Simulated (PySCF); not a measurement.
Parent: `[CH2:1]=[CH:2][CH2:3][GeH2:4][SiH3:5]` with C1–C2–C3–Ge4 104°, C2–C3–Ge4–Si5 51°, C3H10GeSi.

Theory: PySCF 2.14.0, PBE0-D3(BJ)/def2-SVP geometry optimisation, gas phase. One conformer each, not checked by frequencies here.

| coordinate of the parent | value |
| --- | --- |
| C1=C2 | 1.336 Å |
| C2–C3 | 1.489 Å |
| C3–Ge4 | 1.980 Å |
| Ge4–Si5 | 2.383 Å |
| C1–C2–C3 | 125.7° |
| C2–C3–Ge4 | 111.6° |
| C3–Ge4–Si5 | 110.9° |

Problem. How does the shared frame change in `[F:1][C:2]([F:3])([F:4])[CH2:5][GeH2:6][SiH3:7]` with C2–C5–Ge6–Si7 47°, C2H7F3GeSi? Atoms pair as C2 = C2, C3 = C5, Ge4 = Ge6, Si5 = Si7 (parent first).

Solution. 
| parent | relative | value in the relative | change |
| --- | --- | --- | --- |
| C2–C3 | C2–C5 | 1.498 Å | +0.009 |
| C3–Ge4 | C5–Ge6 | 1.979 Å | -0.001 |
| Ge4–Si5 | Ge6–Si7 | 2.382 Å | -0.001 |
| C2–C3–Ge4 | C2–C5–Ge6 | 114.1° | +2.5 |
| C3–Ge4–Si5 | C5–Ge6–Si7 | 111.0° | +0.1 |

Of the parent's bonds, C2–C3 changes most (+0.009 Å). Bonds of the relative outside the shared frame: F1–C2 1.344, C2–F3 1.340, C2–F4 1.336 Å. Point group C1 → C1.
